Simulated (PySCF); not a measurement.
Computed magnetic data of one metal complex (SC-NEVPT2 in the d shell, PySCF, with spin-orbit coupling):

```json
{"T / K": "2", "χT / cm³ K mol⁻¹": "0.059", "μeff / μB": "0.69"}
{"T / K": "5", "χT / cm³ K mol⁻¹": "0.092", "μeff / μB": "0.86"}
{"T / K": "10", "χT / cm³ K mol⁻¹": "0.116", "μeff / μB": "0.96"}
{"T / K": "20", "χT / cm³ K mol⁻¹": "0.155", "μeff / μB": "1.11"}
{"T / K": "30", "χT / cm³ K mol⁻¹": "0.193", "μeff / μB": "1.24"}
{"T / K": "50", "χT / cm³ K mol⁻¹": "0.268", "μeff / μB": "1.46"}
{"T / K": "75", "χT / cm³ K mol⁻¹": "0.361", "μeff / μB": "1.70"}
{"T / K": "100", "χT / cm³ K mol⁻¹": "0.453", "μeff / μB": "1.90"}
{"T / K": "150", "χT / cm³ K mol⁻¹": "0.618", "μeff / μB": "2.22"}
{"T / K": "200", "χT / cm³ K mol⁻¹": "0.753", "μeff / μB": "2.45"}
{"T / K": "250", "χT / cm³ K mol⁻¹": "0.858", "μeff / μB": "2.62"}
{"T / K": "300", "χT / cm³ K mol⁻¹": "0.941", "μeff / μB": "2.74"}
```

Powder magnetisation at 2 K: 0.03 μB at 0.5 T, 0.05 μB at 1 T, 0.10 μB at 2 T, 0.15 μB at 3 T, 0.25 μB at 5 T, 0.33 μB at 7 T.

**Question.** Which of these complexes, all computed at model or optimised geometries, gave the data?
A. [AgF4]- (d8, tetrahedral)
B. [VBr6]3- (d2, octahedral)
C. V(SH)3 (d2, trigonal planar)
D. [NiF6]4- (d8, octahedral)

**Answer.** B. [VBr6]3- (d2, octahedral) has NEVPT2: 2S+1 = 3, 2.74 μB at 300 K, 0.96 μB at 10 K, 0.33 μB at 7 T. The others: [AgF4]- (d8, tetrahedral) has NEVPT2: 2S+1 = 3, 2.82 μB at 300 K, 0.53 μB at 10 K, 0.04 μB at 7 T; V(SH)3 (d2, trigonal planar) has NEVPT2: 2S+1 = 3, 2.80 μB at 300 K, 2.44 μB at 10 K, 1.24 μB at 7 T; [NiF6]4- (d8, octahedral) has NEVPT2: 2S+1 = 3, 3.41 μB at 300 K, 3.31 μB at 10 K, 2.33 μB at 7 T.

The d shell alone is too small an active space for [AgF4]- (an active orbital has only 0.67 squared overlap with the free ion's shell): its levels, fitted parameters, g values and moments show what this model gives and aren't sound predictions.

On [VBr6]3-: The ground state is orbitally degenerate in this regular structure, which would distort (Jahn–Teller), so its moment is that of the undistorted model. The geometry optimisation stopped short of its thresholds.
